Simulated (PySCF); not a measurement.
# GaN: energy against distance

Set-up: basis Ga 6-31G(d,p), N 6-31G(d,p); no relativity; PySCF 2.14. Energies in eV from Ga + N in their ground configurations at the same level. State: ³Σ⁻ (triplet), unpaired electrons π ↑↑.

All columns are r²SCAN0. A positive dipole means Ga(−)N(+).

| R (Å) | E (eV) | μ (D) | Mulliken charge on Ga (basis-dependent) | HOMO (eV) | LUMO (eV) | Mayer bond order | ⟨S²⟩ |
| --- | --- | --- | --- | --- | --- | --- | --- |
| 1.733 | -1.232 | -0.47 | 0.18 | -6.24 | -3.61 | 1.18 | 2.01 |
| 1.813 | -1.602 | -0.80 | 0.21 | -6.21 | -3.31 | 1.13 | 2.01 |
| 1.894 | -1.796 | -1.14 | 0.25 | -6.15 | -3.04 | 1.09 | 2.01 |
| 1.955 | -1.859 | -1.39 | 0.27 | -6.08 | -2.86 | 1.06 | 2.01 |
| 2.015 | -1.870 | -1.64 | 0.29 | -5.99 | -2.71 | 1.03 | 2.01 |
| 2.075 | -1.840 | -1.88 | 0.31 | -5.89 | -2.58 | 1.00 | 2.02 |
| 2.156 | -1.756 | -2.18 | 0.33 | -5.74 | -2.44 | 0.97 | 2.02 |
| 2.257 | -1.604 | -2.53 | 0.35 | -5.53 | -2.31 | 0.94 | 2.03 |
| 2.378 | -1.386 | -2.86 | 0.35 | -5.25 | -2.23 | 0.89 | 2.07 |
| 2.539 | -1.093 | -3.05 | 0.34 | -4.91 | -2.19 | 0.80 | 2.17 |

A fit through these points gives, at Re = 1.998 Å, μ = -1.57 D and dμ/dR = -4.06 D/Å; the reduced mass is 11.64 u.

Task: How strong is the fundamental in the double-harmonic approximation, I = 42.26·(dμ/dR)²/μred km/mol?

Result: I = 42.26·(-4.06)²/11.64 = 59.8 km/mol at r²SCAN0.

⟨S²⟩ of the unrestricted solution departs from its pure value on part of the curve, where spin states mix. Spin–orbit coupling is left out. The state was picked by a PBE0 search and need not be the measured ground state.
